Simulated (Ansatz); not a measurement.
The cluster KBr₂⁻, relaxed as a triplet with UKS PBE0-D4/def2-TZVPD in Ansatz, starting from the PBE0-D4/def2-TZVPD geometry of the charge -1 singlet. Force threshold 0.02 eV/Å.

The highest occupied level of the charge -1 triplet lies above zero (up to 0.47 eV). The electron is either unbound and held by the finite basis, or the level is raised by self-interaction error. At PBE0-D4/def2-TZVPD a singlet of charge -1 lies 4.18 eV below the triplet, each at its own geometry. The structure comes from a short search, and lower isomers may exist.

Start:

```
atom   x (Å)   y (Å)   z (Å)
  K1  -0.002   0.003  -0.003
 Br2  -2.344  -0.554   1.825
 Br3   2.346   0.551  -1.822
```

```json
{"step": "1", "energy (eV)": "-156398.4955", "largest force component (eV/Å)": "0.378", "SCF passes": "38"}
{"step": "2", "energy (eV)": "-156398.5341", "largest force component (eV/Å)": "0.261", "SCF passes": "28"}
{"step": "3", "energy (eV)": "-156398.5781", "largest force component (eV/Å)": "0.079", "SCF passes": "27"}
{"step": "4", "energy (eV)": "-156398.5842", "largest force component (eV/Å)": "0.027", "SCF passes": "28"}
{"step": "5", "energy (eV)": "-156398.5862", "largest force component (eV/Å)": "0.021", "SCF passes": "39"}
{"step": "6", "energy (eV)": "-156398.5961", "largest force component (eV/Å)": "0.059", "SCF passes": "35"}
{"step": "7", "energy (eV)": "-156398.6297", "largest force component (eV/Å)": "0.106", "SCF passes": "42"}
{"step": "8", "energy (eV)": "-156398.6647", "largest force component (eV/Å)": "0.103", "SCF passes": "34"}
{"step": "9", "energy (eV)": "-156398.6758", "largest force component (eV/Å)": "0.106", "SCF passes": "37"}
{"step": "10", "energy (eV)": "-156398.7082", "largest force component (eV/Å)": "0.076", "SCF passes": "29"}
{"step": "11", "energy (eV)": "-156398.7350", "largest force component (eV/Å)": "0.040", "SCF passes": "33"}
{"step": "12", "energy (eV)": "-156398.7508", "largest force component (eV/Å)": "0.016", "SCF passes": "29"}
{"step": "13", "energy (eV)": "-156398.7525", "largest force component (eV/Å)": "0.005", "SCF passes": "31"}
{"step": "14", "energy (eV)": "-156398.7526", "largest force component (eV/Å)": "0.001", "SCF passes": "33"}
```

Force components are those of the run's own axes.

End:

```xyz
3

K    -0.7618    0.8750   -0.7146
Br   -1.6527   -0.9168    1.9384
Br    2.4145    0.0418   -1.2238
```

By distances, no bond broke or formed. The bond that changes most is K1–Br3, from 3.02 to 3.32 Å (atoms count from 1).

The force fell under the threshold at step 12, but the optimiser went on. No frequencies were taken in this run, so the end may be a saddle point.

Run time 2.4 min (4 threads of Intel Xeon on a shared host), peak host memory 0.57 GiB.
